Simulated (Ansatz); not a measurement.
Input file for CH7GaGe, SMILES `[GaH2][CH2][GeH3]`:

```yaml
crystal:
  periodic: [false, false, false]
  atoms:
    - {symbol: Ga, position_ang: [-1.378786, 0.586299, -1.044345]}
    - {symbol: C, position_ang: [0.506083, 0.406007, -0.529100]}
    - {symbol: Ge, position_ang: [0.737450, -0.674312, 1.088239]}
    - {symbol: H, position_ang: [-2.034031, -0.478721, -1.995507]}
    - {symbol: H, position_ang: [-2.234676, 1.773380, -0.472616]}
    - {symbol: H, position_ang: [0.944255, 1.386334, -0.326672]}
    - {symbol: H, position_ang: [1.077252, -0.079250, -1.324139]}
    - {symbol: H, position_ang: [0.173104, -2.091313, 0.869538]}
    - {symbol: H, position_ang: [-0.016677, -0.035329, 2.270231]}
    - {symbol: H, position_ang: [2.226025, -0.793084, 1.464391]}
basis:
  gaussian: {orbitals: def2-SVP}
correlation: {method: ccsd_t}
```

```sh
$ ansatz run in.yaml --threads 4 --pin off --events-out ev --progress --plain --max-ram 10444MiB
```

Output of Ansatz, abridged:

```
Functional definition: HF
1146 factors; integrals over basis functions are off by at most 1.3e-3 eV
mean field evaluation 1: about -109931.8713 eV, gradient 2.5e1 eV
mean field evaluation 2: about -109931.8940 eV, gradient 2.5e1 eV
mean field evaluation 4: about -109933.7703 eV, gradient 2.8e0 eV
mean field evaluation 8: about -109933.7989 eV, gradient 1.4e-4 eV
mean field -109933.79890819 eV, -4039.9925940707 hartree, gradient 2.5e-6 eV, S^2 0.000000; 0 other end points of the search recorded, 0 dependent functions left out
19 core orbitals not correlated: weight in the atoms' cores, before any rotation towards them, 1.000 or more for the frozen orbitals, at most 0.000 for the correlated occupied ones
reference -109933.79890819 eV, -4039.9925940707 hartree; 19, 19 occupied and 75, 75 virtual orbitals, 1146 factors
second order -16.41215476 eV of doubles, -0.00000000 eV of singles
cycle   1  -16.36134644 eV  change    5.1e-2 eV  update   1.1e-1
cycle   2  -17.00095055 eV  change   -6.4e-1 eV  update   3.3e-2
cycle   3  -17.08944865 eV  change   -8.8e-2 eV  update   1.4e-2
cycle   4  -17.08391028 eV  change    5.5e-3 eV  update   3.2e-3
cycle   5  -17.08424211 eV  change   -3.3e-4 eV  update   1.1e-3
cycle   6  -17.08405101 eV  change    1.9e-4 eV  update   3.1e-4
cycle   7  -17.08390420 eV  change    1.5e-4 eV  update   1.1e-4
cycle   8  -17.08391196 eV  change   -7.8e-6 eV  update   4.1e-5
perturbative correction -0.52049073 eV, -0.0191276817 hartree
Total energy: -109951.40331088 eV, -4040.6395439369 hartree
```

It took 2.5 s on 4 threads of an AMD EPYC 9R45 on a shared host, with 0.56 GiB of host memory at the peak.

Correlation energy per correlated electron: -0.463 eV. T1 diagnostic: 0.0105.
